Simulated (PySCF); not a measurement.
octafluoropropane (C₃F₈), SMILES FC(F)(F)C(F)(F)C(F)(F)F.

Geometry optimised at PBE-D3(BJ)/def2-SVP.

Calculation: ωB97X/def2-SVP in PySCF.

Symmetry labels are those of the subgroup C2 that the program uses (full group C2).

Computed valence orbital energies around the gap with their symmetry:
```
orbital  symmetry  energy (eV)
-------  --------  -----------
HOMO−7          A       -15.93
HOMO−6          B       -15.45
HOMO−5          A       -15.40
HOMO−4          B       -15.35
HOMO−3          B       -15.11
HOMO−2          A       -15.04
HOMO−1          A       -14.86
HOMO            B       -13.31
LUMO            B         3.63
LUMO+1          A         3.64
LUMO+2          B         6.45
LUMO+3          A         6.55
```
